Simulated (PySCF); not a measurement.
Sn(Cl)(Me)(OH)2 (CH5ClO2Sn), SMILES [CH3][Sn]([OH])([OH])[Cl]. The structure is a stationary point at PBE0-D3(BJ)/def2-SVP. The structure was generated by enumeration; whether it is a known compound was not checked. The def2 effective core potentials stand for the cores of Sn; spin–orbit coupling is left out. Other conformers were not sampled.

Computed equilibrium geometry at PBE0-D3(BJ)/def2-SVP (PySCF confirms it by a frequency run) as a Z-matrix (one conformer of several):
```
Sn
O 1 1.9698
H 2 0.9645 1 112.76
O 1 1.9758 2 108.98 3 50.21
H 4 0.9652 1 111.11 2 -107.85
C 1 2.1165 2 108.53 3 174.64
H 6 1.0974 1 108.86 2 125.02
H 6 1.0977 7 110.30 1 118.92
H 6 1.0978 7 110.18 8 122.12
Cl 1 2.3581 2 108.23 3 -62.05
```
Charge 0, spin multiplicity 1.
